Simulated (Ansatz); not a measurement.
```xyz
2

N     0.0000    0.0000   -0.5928
N     0.0000    0.0000    0.5928
```

Basis set: def2-TZVP (spherical functions). Correlated methods keep 2 orbitals frozen. Charge 0, multiplicity 1.

Computed with Ansatz (development build ahead of 0.2.0); each method stands on the lowest determinant of its kind that the runs found. Restricted open shells among the atoms or ions are ROHF, correlated in semicanonical orbitals with singles.

The atomization energy at this shape (free ground-state atoms in the same class of orbitals less the molecule, no zero-point energy) of singlet N2:

```json
{"method": "RHF-MP2", "atomization energy": "9.71 eV"}
```

What does RHF give?

4.19 eV. Caution: the shape is not the minimum.
